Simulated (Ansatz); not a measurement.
Consider the substitution at a C–Si bond: `C[SiH2]C(C)=S` + `[OH][GeH3]` → `CC(=S)[O][GeH3]` + `C[SiH3]`.

Computed with Ansatz on PBE0-D4/def2-TZVP structures; ΔE is electronic, products minus reactants. CCSD(T)/CBS adds triple-zeta CCSD(T) − MP2 to the extrapolated MP2 energy (def2 sets, frozen cores). This one scheme is used for every species. Functionals use def2-TZVPP. For Ge outer-core shells are correlated without core-valence functions, which leaves a few kJ/mol of doubt a bond. Scalar relativity is left out up to krypton. One conformer a species, not always the lowest.

CCSD(T)/CBS gives +0.24 eV.

(1) Another level gave +0.09 eV. Which?
A. LDA (SPW92)/def2-TZVPP
B. PBE-QIDH/def2-TZVPP
C. CAM-B3LYP-D4/def2-TZVPP
D. SCS-MP2/def2-TZVPP

Largest T1 diagnostic among the species: 0.015.

Answers

(1) C. CAM-B3LYP-D4 0.09, PBE-QIDH 0.16, SCS-MP2/def2-TZVPP 0.21, LDA (SPW92) 0.00 eV.

From PBE to PBE0 (25 % exact exchange), in def2-TZVPP and without D4, ΔE moves by +0.03 eV. At CCSD(T), def2-SVP lies −0.22 eV from the extrapolated value and def2-TZVPP −0.04 eV.
